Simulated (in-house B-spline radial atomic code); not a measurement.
A radial electron density 4πr²n(r) was computed for an atom or ion in its tabulated ground configuration with an all-electron radial atomic-structure program (B-spline basis); method: Dirac-Kohn-Sham PW91, spherical fractional occupations. Columns: r (bohr), 4πr²n(r) (electrons per bohr), bar.

```
 0.00111    2.041 #
 0.00136    2.901 ##
 0.00168    4.157 ##
 0.00207    5.885 ###
 0.00254    8.201 ####
 0.00313    11.38 ######
 0.00385    15.53 ########
 0.00474    20.86 ###########
 0.00584    27.47 ##############
 0.00719    35.24 ##################
 0.00885     43.8 #######################
  0.0109    52.45 ###########################
  0.0134    59.98 ###############################
  0.0165    65.16 ##################################
  0.0203    66.81 ###################################
   0.025    64.81 ##################################
  0.0308    60.69 ################################
  0.0379    57.84 ##############################
  0.0466    59.87 ###############################
  0.0574    68.12 ###################################
  0.0707     78.9 #########################################
   0.087    84.53 ############################################
   0.107    79.51 #########################################
   0.132    67.09 ###################################
   0.162    59.21 ###############################
     0.2    62.83 #################################
   0.246    69.76 ####################################
   0.303    64.42 ##################################
   0.372    45.09 #######################
   0.458     26.6 ##############
   0.564    21.61 ###########
   0.695    24.64 #############
   0.855    23.77 ############
    1.05    16.91 #########
     1.3    8.959 #####
    1.59    4.121 ##
    1.96    1.671 #
    2.42   0.6038 
    2.97   0.1792 
    3.66  0.03479 
    4.51 0.003473 
    5.55 0.0001634 
    6.83 2.778e-06
```

(1) Which atom or ion is it?
A. Sb3+
B. In4+
C. Xe5+
D. Sb4+

Results:

(1) D. The area under the curve, ∫4πr²n dr = ∫r·4πr²n d(ln r) on this logarithmic grid, is 47 electrons, which only this option has. The configuration is [Kr] 4d10 5s1.
